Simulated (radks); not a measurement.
Coulomb parameter of the 4d shell of the niobium ion Nb3+ in the model configuration [Kr] 4d1 5p1, as a second difference U = [E(n + 1) + E(n - 1) - 2 E(n)] / (1)^2 with all orbitals relaxed. "Bare": the charge of the atom changes with n. "Screened": the 5p shell takes up the change at fixed total charge, which measures U(4d,4d) + U(5p,5p) - 2 U(4d,5p). All-electron calculation, Dirac Kohn-Sham, LDA (Slater exchange, Perdew-Wang correlation), spin-unpolarised, spherical densities, point nucleus; open shells are shared between the two j in proportion to 2j + 1. Program: a radial shooting solver on a logarithmic mesh with Libxc functionals.

case         configuration  E - E(n) (eV)
start         [Kr] 4d1 5p1          0.000
bare +1       [Kr] 4d2 5p1        -28.794
bare -1           [Kr] 5p1         41.289
screened +1       [Kr] 4d2        -11.669
screened -1       [Kr] 5p2         13.753

U(bare) = 12.495 eV, U(screened by 5p) = 2.084 eV.
